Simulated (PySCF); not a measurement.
Point-charge models of `CO[C@@H]1OC[C@@H](C1=O)F` against its computed dipole.

Coordinates (GFN2-xTB, Å) and charges (e) from the PBE0/pcSseg-1 density (PySCF):

```
atom       x       y       z  Mulliken      IAO  Hirshfeld  ESP-fitted
  C1   2.461  -0.250   0.562   -0.0333  -0.2100    -0.0388     -0.2127
  O2   1.154  -0.781   0.455   -0.5047  -0.3894    -0.1440     -0.2415
  C3   0.352  -0.114  -0.469   +0.3044  +0.2018    +0.0924     +0.0526
  O4  -0.029   1.170  -0.047   -0.5018  -0.4016    -0.1445     -0.3431
  C5  -1.157   1.036   0.800   +0.0971  -0.0846    -0.0082     -0.0524
  C6  -2.008  -0.060   0.151   +0.1290  +0.1083    +0.0499     +0.0956
  F7  -2.718  -0.790   1.062   -0.3111  -0.3017    -0.1036     -0.2202
  C8  -0.959  -0.911  -0.579   +0.2504  +0.3668    +0.1564     +0.4854
  O9  -1.121  -1.961  -1.116   -0.3011  -0.3410    -0.1996     -0.4168
 H10   2.432   0.807   0.841   +0.1114  +0.1397    +0.0387     +0.1303
 H11   3.002  -0.361  -0.384   +0.0993  +0.1297    +0.0429     +0.1085
 H12   2.953  -0.828   1.340   +0.1298  +0.1652    +0.0560     +0.1361
 H13   0.862  -0.005  -1.438   +0.1271  +0.1435    +0.0468     +0.1365
 H14  -0.860   0.711   1.806   +0.1306  +0.1477    +0.0418     +0.1255
 H15  -1.645   2.008   0.849   +0.1371  +0.1643    +0.0575     +0.1165
 H16  -2.728   0.337  -0.576   +0.1359  +0.1615    +0.0560     +0.0996
```

Task: Compute μ = Σ q r for each scheme (1 e·Å = 4.803 D) and compare with the dipole of the full density.

Result: The full density gives (1.34, 2.98, 0.03) D, 3.27 D in size; dipole vectors point from the negative to the positive end.

```json
{"scheme": "Mulliken", "μx": "1.84", "μy": "4.04", "μz": "-0.43", "size (D)": "4.46", "share of the full size (%)": "137", "angle to the full dipole (°)": "6"}
{"scheme": "IAO", "μx": "1.68", "μy": "3.65", "μz": "-0.86", "size (D)": "4.11", "share of the full size (%)": "126", "angle to the full dipole (°)": "13"}
{"scheme": "Hirshfeld", "μx": "0.89", "μy": "1.90", "μz": "0.07", "size (D)": "2.10", "share of the full size (%)": "64", "angle to the full dipole (°)": "2"}
{"scheme": "ESP-fitted", "μx": "1.37", "μy": "3.04", "μz": "0.03", "size (D)": "3.33", "share of the full size (%)": "102", "angle to the full dipole (°)": "0"}
```

Task: Which set comes closest?

Result: Length of the difference vector: ESP-fitted 0.07 D, IAO 1.16 D, Hirshfeld 1.17 D, Mulliken 1.26 D. Closest: ESP-fitted. 

Task: What is left for the Hirshfeld atoms' own dipoles?

Result: The Hirshfeld atoms' densities add up to the full density, so μ = Σ q r + Σ (atomic dipoles). The atomic dipoles sum to (1.34, 2.98, 0.03) − (0.89, 1.90, 0.07) = (0.45, 1.08, -0.04) D, 1.17 D in size.

Task: With the origin at the mean of the coordinates, (0.000, 0.001, 0.204) Å, which are the largest single terms, by size, of the Mulliken dipole along the direction of the full one?

Result: O9 +3.27, F7 +2.73, O4 -2.54, C8 -1.48, H10 +0.93 D; all 16 atoms together +4.43 D. The single terms depend on the origin, their sum doesn't.

Task: Give the size of the full dipole in other units.

Result: 3.27 D = 1.285 au = 0.680 e·Å = 10.89 × 10⁻³⁰ C·m.

Geometry: GFN2-xTB, one conformer, isolated molecule.
